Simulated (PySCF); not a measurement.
**Nb: ionisation energy**

Nb [Kr] 4d4 5s1 (6D) → Nb⁺ [Kr] 4d4 (5D), as a difference of total energies. All numbers are calculated (PySCF 2.14, a scalar-relativistic core potential, in def2-QZVPPD with the def2 core potential (28 electrons) (7s5p4d3f2g, 81 functions)). Correlated levels: valence: 4s2 4p6 frozen; valence and next inner shell: nothing frozen outside the core potential. The calculations carry no spin-orbit coupling.

```csv
method,ionisation energy (eV),error (eV)
UHF,6.012,-0.764
PBE,7.223,+0.447
PBEsol,7.268,+0.492
B2PLYP,6.653,-0.123
B3LYP,7.012,+0.236
MP2 (valence),6.476,-0.300
SCS-MP2 (valence),6.167,-0.609
MP2 (valence and next inner shell),6.811,+0.035
SCS-MP2 (valence and next inner shell),6.457,-0.319
```

Reference: 6.776 eV (measured; NIST levels, between the centres of gravity of the two terms).

Errors of the correlated levels include the incompleteness of this basis and the frozen core.
